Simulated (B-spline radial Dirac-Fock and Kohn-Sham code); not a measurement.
## Kohn-Sham estimates against Dirac-Fock for the levels of Te⁺

System: Te⁺, [Kr] 4d10 5s2 5p3.

The density-functional columns are spherical, spin-unpolarised Dirac-Kohn-Sham results without Breit or QED terms: −ε is minus the orbital energy of the initial state and ΔSCF the difference of two total energies. The reference in the last column comes from multi-electron Dirac-Fock with separately optimised hole states, Breit and Lamb-shift corrections added in first order. All numbers are from a B-spline atomic structure program, in eV; a selection of levels is shown. For the 1s level of heavy atoms much of the gap between ΔSCF and the reference is the Breit and QED part, -109.1 eV here; for other levels the error of the functional can be larger.

| level | LDA −ε | LDA ΔSCF | PBE −ε | PBE ΔSCF | Dirac-Fock |
| --- | --- | --- | --- | --- | --- |
| K | 31577.9 | 31930.5 | 31613.6 | 31967.3 | 31831.9 |
| L1 | 4849.7 | 4912.5 | 4854.1 | 4916.7 | 4965.0 |
| L2 | 4547.0 | 4625.4 | 4548.6 | 4627.0 | 4632.5 |
| L3 | 4272.9 | 4346.2 | 4274.1 | 4347.4 | 4361.6 |
| M1 | 971.9 | 993.3 | 973.3 | 994.6 | 1029.1 |
| M2 | 847.2 | 869.3 | 847.7 | 869.7 | 892.3 |
| M3 | 796.1 | 817.5 | 796.5 | 817.8 | 840.7 |
| M4 | 575.2 | 598.9 | 574.9 | 598.6 | 601.9 |
| M5 | 564.5 | 587.9 | 564.2 | 587.6 | 591.5 |
| N1 | 172.9 | 182.8 | 173.3 | 183.2 | 197.1 |
| N3 | 120.2 | 129.5 | 120.4 | 129.7 | 138.6 |
| N4 | 51.60 | 60.08 | 51.51 | 59.99 | 59.22 |
| N5 | 50.12 | 58.53 | 50.04 | 58.45 | 57.77 |
| O1 | 23.72 | 28.71 | 23.42 | 28.39 | 27.66 |
| O2,3 | 13.91 | 18.20 | 13.70 | 17.95 | 17.19 |

Task: Order the estimates of the K (1s) level by their distance from the Dirac-Fock value, nearest first.
A. PBE ΔSCF
B. LDA −ε
C. LDA ΔSCF
D. PBE −ε

Result: C (98.7 eV), A (135.5 eV), D (218.2 eV), B (254.0 eV).

Values without a named source are computed, but for edge energies of neutral atoms, which are taken from tables.
